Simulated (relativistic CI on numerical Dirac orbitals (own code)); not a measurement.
Main line and satellite in the 2p photoemission of Cu²⁺: a two-state model

Problem. An octahedral Cu²⁺ site (d9) has Δ = 1.5, V(eg) = 2, 10Dq = 2.15, 10Dq(ligand) = 1.5 and a core-hole attraction U_cd = 9.3 eV. Δ is defined between configuration averages. Find the d count, the distance of the satellite and its intensity.

Working.
1. The hole has eg symmetry. Its energy is −0.6 × 10Dq in d9 and Δ − 0.6 × 10Dq(ligand) in d10L, so the gap is Δ' = 1.89 eV.
2. Ground state cos θ |d9⟩ − sin θ |d10L⟩ with tan 2θ = 2V/Δ', θ = 32.4°: weights 0.714 and 0.286, n_d = 9.286.
3. The core hole pulls d10L down by U_cd: the gap becomes Δ' − U_cd = -7.41 eV, the hopping is V' = 2.00 eV, and tan 2θ' = 2V'/(Δ' − U_cd) gives θ' = 75.8°.
4. The two final states lie W = √[(Δ' − U_cd)² + 4V'²] = 8.42 eV apart. The lower, mostly d10L, is the main line.
5. In the sudden approximation the intensities are cos²(θ' − θ) and sin²(θ' − θ), so satellite/main = tan²(43.5°) = 0.90.

Check. The full cluster calculation (with spin-orbit coupling and 2p-3d multiplets, which spread the d9 satellite) gives n_d = 9.286; in its broadened 2p3/2 spectrum, cut halfway, the centroids lie 8.41 eV apart with an area ratio of 0.89.
